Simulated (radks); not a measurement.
Values are calculated unless marked as measured or tabulated.
All-electron atom: Mo+ in [Kr] 4d5 (the NIST ground configuration). Level of theory: scalar-relativistic Kohn-Sham, r2SCAN, spin-polarised, spherical densities, finite nucleus; open shells are filled with parallel spins first (spin-orbit coupling, left out, can overturn this in heavy ions); meta-GGA in the generalised Kohn-Sham scheme; Fermi nuclear charge, rms radius 4.4091 fm (a radial shooting solver on a logarithmic mesh with Libxc functionals).

X-ray form factor f0, the Fourier transform of the density (f0(0) = 41):

sin(theta)/lambda (1/angstrom)  f0 (electrons)
0.05                                    40.320
0.1                                     38.496
0.15                                    36.013
0.2                                     33.333
0.25                                    30.752
0.3                                     28.415
0.4                                     24.602
0.5                                     21.773
0.6                                     19.577
0.8                                     16.024
1                                       12.959
1.25                                     9.890
1.5                                      7.825
2                                        5.803
